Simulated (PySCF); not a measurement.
A GIAO shielding run with PySCF 2.14.0 with density-fitted response routines (density fitting, non-relativistic, gas phase) on SMILES CO[Si@H](Cl)CCl, C$_{2}$H$_{6}$Cl$_{2}$OSi:

```
$ OMP_NUM_THREADS=1 python probes_run.py task.json out

{"job": {"kind": "nmr", "xc": "LC-wPBE", "basis": "pcSseg-1", "pop": false}, "charge": 0, "multiplicity": 1}
C     -0.944837     0.877479     0.384442
O      0.406628     1.198705     0.184168
Si     1.328955     2.171805     1.134502
Cl     0.619606     4.119027     1.043355
C      3.057310     2.163368     0.420904
Cl     3.807463     0.564153     0.699801
H     -1.229380     0.098176    -0.337252
H     -1.593780     1.755572     0.223830
H     -1.129959     0.489133     1.401957
H      1.293713     1.753687     2.559553
H      3.029315     2.354642    -0.661890
H      3.688065     2.931175     0.891485
```

Hardware: 1 thread of an Arm Neoverse V1, shared host.

Task: How large is the calculation?

Result: 74 electrons, 153 basis functions and 866 auxiliary functions.

Task: How long does it take, and how much memory does it need?

Result: 29 s of wall time, with 14 SCF cycles and 6 response iterations; peak memory 0.81 GiB. Times on a shared host scatter by some tens of per cent.

Task: And these other runs on the same molecule and hardware: GIAO shielding at B3LYP/pcSseg-1; GIAO shielding at B97-D/pcSseg-1; GIAO shielding at BLYP/pcSseg-1; GIAO shielding at BP86/pcSseg-1; GIAO shielding at HF/pcSseg-1; GIAO shielding at KT2/pcSseg-1?

Result: B3LYP/pcSseg-1: 153 functions, 15 s; B97-D/pcSseg-1: 153 functions, 20 s; BLYP/pcSseg-1: 153 functions, 21 s; BP86/pcSseg-1: 153 functions, 21 s; HF/pcSseg-1: 153 functions, 8.4 s; KT2/pcSseg-1: 153 functions, 21 s.
